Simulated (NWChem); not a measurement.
The numbers come from NWChem runs, not from measurements. System: hexafluorobutadiene (C4F6), charge 0, spin multiplicity 1, optimised in this run. Level: B3LYP/def2-SVP.

Job file:

```
start mol
memory heap 200 mb stack 900 mb global 1100 mb
geometry units angstroms
  F      2.261147     1.211659     0.000000
  C      1.861534    -0.040712     0.000000
  F      2.884052    -0.869822     0.000000
  C      0.580319    -0.437062     0.000000
  F      0.324707    -1.752964     0.000000
  C     -0.580319     0.437062     0.000000
  F     -0.324707     1.752964     0.000000
  C     -1.861534     0.040712     0.000000
  F     -2.261147    -1.211659     0.000000
  F     -2.884052     0.869822     0.000000
  symmetry group C2h
end
basis spherical
  * library def2-svp
end
dft
  xc b3lyp
  semidirect memsize 60000000 filesize 0
  iterations 100
end
driver
  maxiter 80
end
task dft optimize
```

Output (cleaned and shortened):

```
             Northwest Computational Chemistry Package (NWChem) 7.3.0
             --------------------------------------------------------

                                NWChem Input Module
                                -------------------

 Scaling coordinates for geometry "geometry" by  1.889725989
 (inverse scale =  0.529177249)

 Turning off AUTOSYM since
 SYMMETRY directive was detected!

          ------
          auto-z
          ------

                             Geometry "geometry" -> ""
                             -------------------------

 Output coordinates in angstroms (scale by  1.889725989 to convert to a.u.)

  No.       Tag          Charge          X              Y              Z
 ---- ---------------- ---------- -------------- -------------- --------------
    1 F                    9.0000     2.26114700     1.21165900     0.00000000
    2 C                    6.0000     1.86153400    -0.04071200     0.00000000
    3 F                    9.0000     2.88405200    -0.86982200     0.00000000
    4 C                    6.0000     0.58031900    -0.43706200     0.00000000
    5 F                    9.0000     0.32470700    -1.75296400     0.00000000
    6 C                    6.0000    -0.58031900     0.43706200     0.00000000
    7 F                    9.0000    -0.32470700     1.75296400     0.00000000
    8 C                    6.0000    -1.86153400     0.04071200     0.00000000
    9 F                    9.0000    -2.26114700    -1.21165900     0.00000000
   10 F                    9.0000    -2.88405200     0.86982200     0.00000000

 Effective nuclear repulsion energy (a.u.)     561.8769867632

            Nuclear Dipole moment (a.u.)
            ----------------------------
        X                 Y               Z
 ---------------- ---------------- ----------------
     0.0000000000     0.0000000000     0.0000000000

      Symmetry information
      --------------------

 Group name             C2h
 Group number             21
 Group order               4
 No. of unique centers     5

      Symmetry unique atoms

     1    2    3    4    5


 Summary of "ao basis" -> "" (spherical)
 ------------------------------------------------------------------------------
       Tag                 Description            Shells   Functions and Types
 ---------------- ------------------------------  ------  ---------------------
 *                          def2-svp                  on all atoms

                           NWChem Geometry Optimization
                           ----------------------------

 maximum gradient threshold         (gmax) =   0.000450
 rms gradient threshold             (grms) =   0.000300
 maximum cartesian step threshold   (xmax) =   0.001800
 rms cartesian step threshold       (xrms) =   0.001200
 fixed trust radius                (trust) =   0.300000
 maximum step size to saddle      (sadstp) =   0.100000
 energy precision                  (eprec) =   5.0D-06
 maximum number of steps          (nptopt) =   80
 initial hessian option           (inhess) =    0
 line search option               (linopt) =    1
 hessian update option            (modupd) =    1
 saddle point option              (modsad) =    0
 initial eigen-mode to follow     (moddir) =    0
 initial variable to follow       (vardir) =    0
 follow first negative mode     (firstneg) =    T
 apply conjugacy                    (opcg) =    F
 source of zmatrix                         =   autoz

          -------------------
          Energy Minimization
          -------------------

 Names of Z-matrix variables
    1              2              3              4              5
    6              7              8              9             10
   11             12             13             14             15
   16             17             18             19             20
   21             22             23             24             25
   26             27             28             29             30
   31             32             33

 Variables with the same non-blank name are constrained to be equal

 Using diagonal initial Hessian
 Scaling for Hessian diagonals: bonds = 1.00  angles = 0.25  torsions = 0.10

          --------
          Step   0
          --------

                         Geometry "geometry" -> "geometry"
                         ---------------------------------

 Output coordinates in angstroms (scale by  1.889725989 to convert to a.u.)

  No.       Tag          Charge          X              Y              Z
 ---- ---------------- ---------- -------------- -------------- --------------
    1 F                    9.0000     2.26114700     1.21165900     0.00000000
    2 C                    6.0000     1.86153400    -0.04071200     0.00000000
    3 F                    9.0000     2.88405200    -0.86982200     0.00000000
    4 C                    6.0000     0.58031900    -0.43706200     0.00000000
    5 F                    9.0000     0.32470700    -1.75296400     0.00000000
    6 C                    6.0000    -0.58031900     0.43706200     0.00000000
    7 F                    9.0000    -0.32470700     1.75296400     0.00000000
    8 C                    6.0000    -1.86153400     0.04071200     0.00000000
    9 F                    9.0000    -2.26114700    -1.21165900     0.00000000
   10 F                    9.0000    -2.88405200     0.86982200     0.00000000

 Effective nuclear repulsion energy (a.u.)     561.8769867632

            Nuclear Dipole moment (a.u.)
            ----------------------------
        X                 Y               Z
 ---------------- ---------------- ----------------
[...]
      ----------- --------  ----- ----- ----- ----- ----- ---------- ----------
    1 Stretch                  1     2                       1.31128   -0.00003
    2 Stretch                  2     3                       1.31289   -0.00005
    3 Stretch                  2     4                       1.34547    0.00003
    4 Stretch                  4     5                       1.34021   -0.00001
    5 Stretch                  4     6                       1.45661    0.00008
    6 Stretch                  6     7                       1.34021   -0.00001
    7 Stretch                  6     8                       1.34547    0.00003
    8 Stretch                  8     9                       1.31128   -0.00003
    9 Stretch                  8    10                       1.31289   -0.00005
   10 Bend                     1     2     3               112.46472   -0.00000
   11 Bend                     1     2     4               124.96175   -0.00001
   12 Bend                     2     4     5               117.66201    0.00001
   13 Bend                     2     4     6               126.32055   -0.00001
   14 Bend                     3     2     4               122.57353    0.00001
   15 Bend                     4     6     7               116.01744   -0.00000
   16 Bend                     4     6     8               126.32055   -0.00001
   17 Bend                     5     4     6               116.01744   -0.00000
   18 Bend                     6     8     9               124.96175   -0.00001
   19 Bend                     6     8    10               122.57353    0.00001
   20 Bend                     7     6     8               117.66201    0.00001
   21 Bend                     9     8    10               112.46472   -0.00000
   22 Torsion                  1     2     4     5         180.00000    0.00000
   23 Torsion                  1     2     4     6           0.00000    0.00000
   24 Torsion                  2     4     6     7          -0.00000    0.00000
   25 Torsion                  2     4     6     8         180.00000    0.00000
   26 Torsion                  3     2     4     5           0.00000    0.00000
   27 Torsion                  3     2     4     6         180.00000    0.00000
   28 Torsion                  4     6     8     9           0.00000    0.00000
   29 Torsion                  4     6     8    10         180.00000    0.00000
   30 Torsion                  5     4     6     7         180.00000    0.00000
   31 Torsion                  5     4     6     8           0.00000    0.00000
   32 Torsion                  7     6     8     9         180.00000    0.00000
   33 Torsion                  7     6     8    10           0.00000    0.00000

                         Geometry "geometry" -> "geometry"
                         ---------------------------------

 Output coordinates in angstroms (scale by  1.889725989 to convert to a.u.)

  No.       Tag          Charge          X              Y              Z
 ---- ---------------- ---------- -------------- -------------- --------------
    1 F                    9.0000     2.27050429     1.21442513     0.00000000
    2 C                    6.0000     1.87091738    -0.03448838     0.00000000
    3 F                    9.0000     2.87359641    -0.88201795     0.00000000
    4 C                    6.0000     0.58575652    -0.43279893     0.00000000
    5 F                    9.0000     0.34285265    -1.75080844     0.00000000
    6 C                    6.0000    -0.58575652     0.43279893     0.00000000
    7 F                    9.0000    -0.34285265     1.75080844     0.00000000
    8 C                    6.0000    -1.87091738     0.03448838     0.00000000
    9 F                    9.0000    -2.27050429    -1.21442513     0.00000000
   10 F                    9.0000    -2.87359641     0.88201795     0.00000000

 Effective nuclear repulsion energy (a.u.)     561.5712799083

            Nuclear Dipole moment (a.u.)
            ----------------------------
        X                 Y               Z
 ---------------- ---------------- ----------------
     0.0000000000     0.0000000000     0.0000000000

      Symmetry information
      --------------------

 Group name             C2h
 Group number             21
 Group order               4
 No. of unique centers     5

      Symmetry unique atoms

     1    2    3    4    5

                Final and change from initial internal coordinates
                --------------------------------------------------

                                Z-matrix (autoz)
                                --------

 Units are Angstrom for bonds and degrees for angles

      Type          Name      I     J     K     L     M      Value       Change
      ----------- --------  ----- ----- ----- ----- ----- ---------- ----------
    1 Stretch                  1     2                       1.31128   -0.00330
    2 Stretch                  2     3                       1.31289   -0.00354
    3 Stretch                  2     4                       1.34547    0.00435
    4 Stretch                  4     5                       1.34021   -0.00029
    5 Stretch                  4     6                       1.45661    0.00362
    6 Stretch                  6     7                       1.34021   -0.00029
    7 Stretch                  6     8                       1.34547    0.00435
    8 Stretch                  8     9                       1.31128   -0.00330
    9 Stretch                  8    10                       1.31289   -0.00354
   10 Bend                     1     2     3               112.46472    1.12492
   11 Bend                     1     2     4               124.96175    0.07494
   12 Bend                     2     4     5               117.66201   -0.52041
   13 Bend                     2     4     6               126.32055    0.49515
   14 Bend                     3     2     4               122.57353   -1.19986
   15 Bend                     4     6     7               116.01744    0.02526
   16 Bend                     4     6     8               126.32055    0.49515
   17 Bend                     5     4     6               116.01744    0.02526
   18 Bend                     6     8     9               124.96175    0.07494
   19 Bend                     6     8    10               122.57353   -1.19986
   20 Bend                     7     6     8               117.66201   -0.52041
   21 Bend                     9     8    10               112.46472    1.12492
   22 Torsion                  1     2     4     5         180.00000    0.00000
   23 Torsion                  1     2     4     6           0.00000    0.00000
   24 Torsion                  2     4     6     7          -0.00000    0.00000
   25 Torsion                  2     4     6     8         180.00000    0.00000
   26 Torsion                  3     2     4     5           0.00000    0.00000
   27 Torsion                  3     2     4     6         180.00000    0.00000
   28 Torsion                  4     6     8     9           0.00000    0.00000
   29 Torsion                  4     6     8    10         180.00000    0.00000
   30 Torsion                  5     4     6     7         180.00000    0.00000
   31 Torsion                  5     4     6     8           0.00000    0.00000
   32 Torsion                  7     6     8     9         180.00000    0.00000
   33 Torsion                  7     6     8    10           0.00000    0.00000

 ==============================================================================
                                internuclear distances
 ------------------------------------------------------------------------------
       center one      |      center two      | atomic units |  angstroms
 ------------------------------------------------------------------------------
    2 C                |   1 F                |     2.47796  |     1.31128
    3 F                |   2 C                |     2.48100  |     1.31289
    4 C                |   2 C                |     2.54257  |     1.34547
    5 F                |   4 C                |     2.53262  |     1.34021
    6 C                |   4 C                |     2.75259  |     1.45661
    7 F                |   6 C                |     2.53262  |     1.34021
    8 C                |   6 C                |     2.54257  |     1.34547
    9 F                |   8 C                |     2.47796  |     1.31128
   10 F                |   8 C                |     2.48100  |     1.31289
 ------------------------------------------------------------------------------
                         number of included internuclear distances:          9
 ==============================================================================

 ==============================================================================
                                 internuclear angles
 ------------------------------------------------------------------------------
        center 1       |       center 2       |       center 3       |  degrees
 ------------------------------------------------------------------------------
    1 F                |   2 C                |   3 F                |   112.46
    1 F                |   2 C                |   4 C                |   124.96
    3 F                |   2 C                |   4 C                |   122.57
    2 C                |   4 C                |   5 F                |   117.66
    2 C                |   4 C                |   6 C                |   126.32
    5 F                |   4 C                |   6 C                |   116.02
    4 C                |   6 C                |   7 F                |   116.02
    4 C                |   6 C                |   8 C                |   126.32
    7 F                |   6 C                |   8 C                |   117.66
    6 C                |   8 C                |   9 F                |   124.96
    6 C                |   8 C                |  10 F                |   122.57
    9 F                |   8 C                |  10 F                |   112.46
 ------------------------------------------------------------------------------
                            number of included internuclear angles:         12
 ==============================================================================

 Task  times  cpu:       32.3s     wall:       32.3s

 Total times  cpu:       32.3s     wall:       32.3s
```
